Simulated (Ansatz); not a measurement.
Ansatz (an electronic-structure program) input (B3LYP-D3(BJ)/def2-TZVP):

Ansatz 0.2 input:
```yaml
crystal:
  periodic: [false, false, false]
  atoms:
    - {symbol: Sb, position_ang: [0.06785236, 0.04010139, 0.98563919]}
    - {symbol: Br, position_ang: [0.88206480, -1.82779314, -0.70905765]}
    - {symbol: Br, position_ang: [-0.98093538, 1.76935969, -0.72715946]}
basis:
  gaussian:
    orbitals: def2-TZVP
hamiltonian:
  xc: b3lyp
  dispersion: d3bj
total_charge: -1
phonons: {temperatures: {t_min: 298.15, t_max: 298.15, t_step: 100}}
```

Output:

```
Functional definition: B3LYP
integrals: 0.08 GiB planned
1262 factors; their error is unknown
mean field: 0.77 GiB planned
mean field evaluation 1: about -146636.6283 eV, gradient 2.3e1 eV
mean field evaluation 2: about -146636.3287 eV, gradient 2.6e1 eV
mean field evaluation 4: about -146637.2754 eV, gradient 6.6e-1 eV
mean field evaluation 8: about -146638.1104 eV, gradient 1.1e-1 eV
mean field evaluation 16: about -146638.1104 eV, gradient 3.4e-5 eV
mean field -146638.11042869 eV, -5388.8511633732 hartree, gradient 3.4e-5 eV, S^2 0.000000; 0 other end points of the search recorded, 0 dependent functions left out
the calculation of the forces begins
reference -146638.11063785 eV, -5388.8511710598 hartree; 47, 47 occupied and 99, 99 virtual orbitals, 1262 factors
these checks for a lower state are left out or cut short: stability, starts, cluster_reference, orbital_swaps, neighbouring_geometries, increment
integrals: 0.08 GiB planned
1262 factors; their error is unknown
mean field: 0.77 GiB planned
mean field -146638.11042744 eV, -5388.8511633272 hartree, gradient 2.1e-6 eV, S^2 0.000000; 0 other end points of the search recorded, 0 dependent functions left out
the calculation of the forces begins
reference -146638.11063662 eV, -5388.8511710143 hartree; 47, 47 occupied and 99, 99 virtual orbitals, 1262 factors
these checks for a lower state are left out or cut short: stability, starts, cluster_reference, orbital_swaps, neighbouring_geometries, increment
integrals: 0.08 GiB planned
1262 factors; their error is unknown
mean field: 0.76 GiB planned
mean field evaluation 32: about -146638.1104 eV, gradient 2.1e-6 eV
mean field -146638.11040038 eV, -5388.8511623330 hartree, gradient 2.1e-6 eV, S^2 0.000000; 0 other end points of the search recorded, 0 dependent functions left out
the calculation of the forces begins
reference -146638.11060953 eV, -5388.8511700191 hartree; 47, 47 occupied and 99, 99 virtual orbitals, 1262 factors
these checks for a lower state are left out or cut short: stability, starts, cluster_reference, orbital_swaps, neighbouring_geometries, increment
integrals: 0.08 GiB planned
1262 factors; their error is unknown
mean field: 0.76 GiB planned
mean field -146638.11051766 eV, -5388.8511666428 hartree, gradient 2.1e-6 eV, S^2 0.000000; 0 other end points of the search recorded, 0 dependent functions left out
the calculation of the forces begins
reference -146638.11072685 eV, -5388.8511743303 hartree; 47, 47 occupied and 99, 99 virtual orbitals, 1262 factors
these checks for a lower state are left out or cut short: stability, starts, cluster_reference, orbital_swaps, neighbouring_geometries, increment
integrals: 0.08 GiB planned
1262 factors; their error is unknown
mean field: 0.76 GiB planned
mean field -146638.11031493 eV, -5388.8511591925 hartree, gradient 2.1e-6 eV, S^2 0.000000; 0 other end points of the search recorded, 0 dependent functions left out
the calculation of the forces begins
reference -146638.11052406 eV, -5388.8511668782 hartree; 47, 47 occupied and 99, 99 virtual orbitals, 1262 factors
these checks for a lower state are left out or cut short: stability, starts, cluster_reference, orbital_swaps, neighbouring_geometries, increment
integrals: 0.08 GiB planned
1262 factors; their error is unknown
mean field: 0.76 GiB planned
mean field -146638.11041605 eV, -5388.8511629086 hartree, gradient 2.1e-6 eV, S^2 0.000000; 0 other end points of the search recorded, 0 dependent functions left out
the calculation of the forces begins
reference -146638.11062520 eV, -5388.8511705949 hartree; 47, 47 occupied and 99, 99 virtual orbitals, 1262 factors
these checks for a lower state are left out or cut short: stability, starts, cluster_reference, orbital_swaps, neighbouring_geometries, increment
integrals: 0.08 GiB planned
1262 factors; their error is unknown
mean field: 0.76 GiB planned
mean field evaluation 64: about -146638.1104 eV, gradient 2.1e-6 eV
mean field -146638.11043191 eV, -5388.8511634915 hartree, gradient 2.1e-6 eV, S^2 0.000000; 0 other end points of the search recorded, 0 dependent functions left out
the calculation of the forces begins
reference -146638.11064108 eV, -5388.8511711783 hartree; 47, 47 occupied and 99, 99 virtual orbitals, 1262 factors
Total energy: -146638.33637773 eV, -5388.8594668472 hartree
Atom 0 at     0.067852     0.040101     0.985639 Å, force    -0.000020    -0.000012    -0.000296 eV/Å
Atom 1 at     0.882065    -1.827793    -0.709058 Å, force    -0.000064     0.000149     0.000147 eV/Å
Atom 2 at    -0.980935     1.769360    -0.727159 Å, force     0.000084    -0.000137     0.000149 eV/Å
Dipole moment:     0.019286     0.011398     0.280156 e Å
Vibrations: 62.93 187.42 201.39 cm⁻¹, zero-point energy 0.028005 eV
```
